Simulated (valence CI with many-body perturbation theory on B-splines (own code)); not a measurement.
Cr18+: electric-dipole lines

Level of theory: relativistic CI+MBPT: four valence electrons over a frozen Dirac-Fock core [He], radial functions for each j: 11 s, 11 p, 9 d, 7 f, 5 g, 2 h, 1 i, with the one-electron correlation potential Σ1, the two-electron term Σ2, the three-electron term Σ3, Breit, model QED; selected CI, second order for the rest (own B-spline code, finite nucleus).

No measured spectrum was set against this ion. As an estimate, levels of excited configurations hold to 0.05 to 0.15 % of their energy, terms of the ground configuration to about 0.5 %. Among the levels kept, up to 260 cm⁻¹ of a level comes from second order outside the variational space, and about a tenth of that is noise between levels of different J, which matters for small intervals.

Lines 201 to 250 of 260 in falling wavelength, among levels below 898.04 eV, chosen from the strongest by gf and those to the six lowest levels. Wavelengths and rates use the calculated energies, so an error of 500 cm⁻¹ moves a line at 14.73 Å by 0.0074 % and its rate by three times that or more. Electric multipoles are in the length gauge, E1 and E2 with the static RPA response of the core. Weak lines are less certain than strong ones. Lines between different terms over intervals too small for the method are left out, as are lines whose strength nearly cancels. The highest levels of a list are the least certain.

Names give the largest LS component (configuration and term), which can be under half, so a name can repeat, a term be missing and a line seem to break the LS rules; names also repeat where a configuration has a term twice. Letters in brackets count levels of one name in rising energy.

| λ vac (Å) | Upper | Lower | A (s⁻¹) | S (a.u.) |
| --- | --- | --- | --- | --- |
| 14.73 | 2s2p²3d ³F_3 | 2s2p³ ⁵S°_2 | 1.37e+11 | 1.51e-03 |
| 14.73 | 2s²2p3d ³P°_1 | 2s²2p² ³P_1 | 7.21e+12 | 3.41e-02 |
| 14.72 | 2s²2p3d ³P°_0 | 2s²2p² ³P_1 | 9.74e+12 | 1.53e-02 |
| 14.72 | 2s2p²3p ⁵D°_1 | 2s²2p² ³P_2 | 3.05e+11 | 1.44e-03 |
| 14.70 | 2s2p²3p ³D°_2 [a] | 2s²2p² ¹D_2 | 1.34e+10 | 1.05e-04 |
| 14.69 | 2s²2p3d ¹F°_3 | 2s²2p² ³P_2 | 7.44e+11 | 8.15e-03 |
| 14.66 | 2s2p²3p ³S°_1 | 2s²2p² ³P_2 | 8.26e+11 | 3.85e-03 |
| 14.64 | 2s2p²3p ⁵D°_1 | 2s²2p² ³P_1 | 3.03e+11 | 1.41e-03 |
| 14.62 | 2s²2p3d ³P°_1 | 2s²2p² ³P_0 | 3.59e+10 | 1.66e-04 |
| 14.62 | 2s2p²3p ³D°_3 [a] | 2s²2p² ¹D_2 | 2.63e+11 | 2.84e-03 |
| 14.62 | 2s²2p3d ¹P°_1 | 2s²2p² ³P_1 | 2.29e+11 | 1.06e-03 |
| 14.60 | 2s2p²3p ³P°_1 | 2s²2p² ¹D_2 | 1.84e+11 | 8.49e-04 |
| 14.59 | 2s2p²3p ³P°_2 | 2s²2p² ¹D_2 | 1.50e+11 | 1.15e-03 |
| 14.59 | 2s2p²3p ⁵P°_1 | 2s²2p² ³P_2 | 1.29e+11 | 5.94e-04 |
| 14.59 | 2s2p²3p ³S°_1 | 2s²2p² ³P_1 | 7.26e+11 | 3.34e-03 |
| 14.54 | 2s2p²3p ⁵D°_1 | 2s²2p² ³P_0 | 2.80e+11 | 1.27e-03 |
| 14.53 | 2s2p²3p ³D°_1 [a] | 2s²2p² ³P_2 | 5.13e+10 | 2.33e-04 |
| 14.53 | 2s2p²3p ⁵P°_3 | 2s²2p² ³P_2 | 4.67e+11 | 4.95e-03 |
| 14.51 | 2s2p²3p ⁵P°_1 | 2s²2p² ³P_1 | 9.20e+10 | 4.16e-04 |
| 14.51 | 2s²2p3d ¹P°_1 | 2s²2p² ³P_0 | 2.49e+10 | 1.13e-04 |
| 14.51 | 2s2p²3p ⁵P°_2 | 2s²2p² ³P_1 | 3.59e+11 | 2.71e-03 |
| 14.49 | 2s2p²3p ³S°_1 | 2s²2p² ³P_0 | 5.22e+11 | 2.35e-03 |
| 14.48 | 2s2p²3p ³D°_2 [a] | 2s²2p² ³P_2 | 2.45e+11 | 1.84e-03 |
| 14.48 | 2s2p²3p ³D°_1 [b] | 2s²2p² ¹S_0 | 3.62e+10 | 1.63e-04 |
| 14.46 | 2s2p²3p ³D°_1 [a] | 2s²2p² ³P_1 | 1.93e+12 | 8.63e-03 |
| 14.43 | 2s2p²3p ⁵S°_2 | 2s²2p² ³P_2 | 1.47e+11 | 1.09e-03 |
| 14.43 | 2s2p²3p ¹P°_1 | 2s²2p² ¹S_0 | 1.02e+11 | 4.52e-04 |
| 14.41 | 2s2p²3p ⁵P°_1 | 2s²2p² ³P_0 | 1.26e+12 | 5.61e-03 |
| 14.41 | 2s2p²3p ³D°_2 [a] | 2s²2p² ³P_1 | 3.66e+12 | 2.71e-02 |
| 14.41 | 2s2p²3p ³D°_3 [a] | 2s²2p² ³P_2 | 3.48e+12 | 3.59e-02 |
| 14.39 | 2s2p²3p ³P°_1 | 2s²2p² ³P_2 | 2.80e+12 | 1.23e-02 |
| 14.38 | 2s2p²3p ³P°_2 | 2s²2p² ³P_2 | 3.38e+12 | 2.48e-02 |
| 14.36 | 2s2p²3p ³D°_1 [a] | 2s²2p² ³P_0 | 1.90e+12 | 8.33e-03 |
| 14.36 | 2s2p²3p ⁵S°_2 | 2s²2p² ³P_1 | 4.18e+10 | 3.05e-04 |
| 14.35 | 2s2p²3p ³P°_0 | 2s²2p² ³P_1 | 4.02e+12 | 5.87e-03 |
| 14.32 | 2s2p²3p ³P°_1 | 2s²2p² ³P_1 | 6.90e+11 | 3.00e-03 |
| 14.32 | 2s2p²3p ³F°_2 | 2s²2p² ¹D_2 | 1.26e+12 | 9.12e-03 |
| 14.31 | 2s2p²3p ³P°_2 | 2s²2p² ³P_1 | 3.76e+11 | 2.72e-03 |
| 14.27 | 2s2p²3p ³F°_3 | 2s²2p² ¹D_2 | 8.97e+10 | 9.01e-04 |
| 14.25 | 2s2p²3p ¹D°_2 | 2s²2p² ¹D_2 | 3.00e+12 | 2.14e-02 |
| 14.25 | 2s2p²3p ³D°_1 [b] | 2s²2p² ¹D_2 | 8.15e+11 | 3.49e-03 |
| 14.22 | 2s2p²3p ¹F°_3 | 2s²2p² ¹D_2 | 3.77e+12 | 3.74e-02 |
| 14.22 | 2s2p²3p ³P°_1 | 2s²2p² ³P_0 | 4.42e+11 | 1.88e-03 |
| 14.22 | 2s2p²3p ³D°_2 [b] | 2s²2p² ¹D_2 | 5.96e+10 | 4.23e-04 |
| 14.20 | 2s2p²3p ³D°_3 [b] | 2s²2p² ¹D_2 | 7.03e+11 | 6.94e-03 |
| 14.19 | 2s2p²3p ¹P°_1 | 2s²2p² ¹D_2 | 3.73e+12 | 1.58e-02 |
| 14.11 | 2s2p²3p ³F°_2 | 2s²2p² ³P_2 | 3.77e+11 | 2.61e-03 |
| 14.07 | 2s2p²3p ³F°_3 | 2s²2p² ³P_2 | 1.18e+11 | 1.13e-03 |
| 14.05 | 2s2p²3p ¹D°_2 | 2s²2p² ³P_2 | 4.32e+11 | 2.95e-03 |
| 14.04 | 2s2p²3p ³D°_1 [b] | 2s²2p² ³P_2 | 4.39e+11 | 1.80e-03 |
